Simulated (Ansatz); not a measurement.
Cost and result for the atomization energy of `C[CH]([SiH3])[AlH][F]` (13 atoms, 12 bonds).

```xyz
13

C    -0.531   -1.436   -0.286
C    -0.444    0.026    0.184
Si    1.114    0.327    1.178
Al   -0.599    1.344   -1.238
F    -0.344    0.834   -2.790
H     0.272   -1.676   -0.986
H    -0.454   -2.138    0.550
H    -1.472   -1.649   -0.801
H    -1.266    0.261    0.878
H     1.197   -0.590    2.349
H     1.162    1.733    1.670
H     2.318    0.098    0.329
H    -0.954    2.868   -1.036
```

The species carries charge 0 and has multiplicity 1. Geometry: relaxed with PBE0-D4/def2-TZVP. It is one conformer, not always the lowest. Program: Ansatz. All runs use 4 threads of an Arm Neoverse V2 on a shared host. Times are those of one run each, without the atoms' runs, and a repeat can differ threefold. Electronic energies, without spin–orbit coupling; frozen cores. CCSD(T)/CBS adds CCSD(T) − MP2 in def2-TZVPP to the MP2 limit, and its time is that of the two runs behind it. T1 = 0.012. B3LYP takes the VWN-RPA correlation (the form of Gaussian; ORCA's B3LYP/G).

CCSD(T)/CBS is a level of theory with its own doubt, some kJ/mol a heavy atom from the limit and from the frozen cores, so smaller differences don't rank the functionals.

```csv
level,functions,wall time,atomization (kcal/mol),difference from CCSD(T)/CBS,per bond
revPBE-D4/def2-TZVPP,289,2.5 s,1076.0,-20.1,-1.7
PBE-D4/def2-TZVPP (with forces),289,3 s,1096.3,0.2,0.0
PBE0-D4/def2-TZVPP,289,4 s,1087.0,-9.1,-0.8
BHLYP-D4/def2-TZVPP,289,4.1 s,1072.0,-24.1,-2.0
B3LYP-D4/def2-TZVPP (with forces),289,6.5 s,1091.1,-5.0,-0.4
CCSD(T)/def2-SVP,118,6.5 s,1040.3,-55.8,-4.6
r2SCANh-D4/def2-TZVPP,289,7 s,1090.5,-5.6,-0.5
B2PLYP/def2-TZVPP,289,7.5 s,1080.8,-15.3,-1.3
ωB97X-V/def2-TZVPP,289,10 s,1097.4,1.3,0.1
ωB97M-V/def2-TZVPP (with forces),289,15 s,1095.5,-0.6,0.0
MP2/def2-QZVPP,551,32 s,1095.7,-0.4,0.0
CCSD(T)/def2-TZVPP,289,4.1 min,1070.3,-25.8,-2.1
CCSD(T)/CBS(def2),–,4.6 min,1096.1,0.0,0.0
```

In def2-TZVPP, CCSD(T) changes the Hartree–Fock value by +235.4 kcal/mol (the triples alone add +11.7 kcal/mol) and MP2 by +245.3 kcal/mol; breaking electron pairs costs correlation energy, which Hartree–Fock lacks. At CCSD(T), def2-SVP lies −55.8 kcal/mol from the extrapolated value and def2-TZVPP −25.8 kcal/mol: correlation converges slowly with the basis, and small sets miss more of it in the bonded molecule than in its fragments. Leaving LDA and LC-ωPBE aside and taking each functional with its dispersion term where it has one, the values, not all of them listed here, spread over 26.8 kcal/mol, from BHLYP-D4 to B97M-V. LDA lies +129.6 kcal/mol from PBE without D4, its usual overbinding.
